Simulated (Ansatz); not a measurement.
Relaxation of F2HIn (4 atoms, charge 0, multiplicity 1), to a largest force component of 0.02 eV/Å in at most 40 steps.

Method: UKS LDA/def2-SVP in Ansatz.

```xyz
4
Properties=species:S:1:pos:R:3
F -1.657 -0.513 0.140
In 0.177 -0.007 0.011
F 1.406 -1.106 0.886
H 0.129 1.565 -1.057
```

Question: Where does it end, and by what steps?

Answer: The forces met the threshold. After 4 steps the energy has fallen by 0.402 eV; H4 moved furthest, 0.26 Å.

```
step  energy less start (eV)  largest force component (eV/Å)  accepted
   0                  0.0000                           3.062       yes
   1                 -0.2681                           1.415       yes
   2                 -0.3892                           0.621       yes
   3                 -0.4012                           0.093       yes
   4                 -0.4018                           0.012       yes
```

```xyz
4
Properties=species:S:1:pos:R:3
F -1.694 -0.679 0.249
In 0.041 0.119 -0.093
F 1.334 -1.010 0.814
H 0.374 1.509 -0.990
```

Whether the end is a true minimum wasn't checked by a vibrational analysis.

Time of the run: 22 s on 1 thread of Intel(R) Xeon(R) Processor @ 2.50GHz (Skylake/Cascade Lake), with other jobs on the host, peak memory 0.12 GiB.
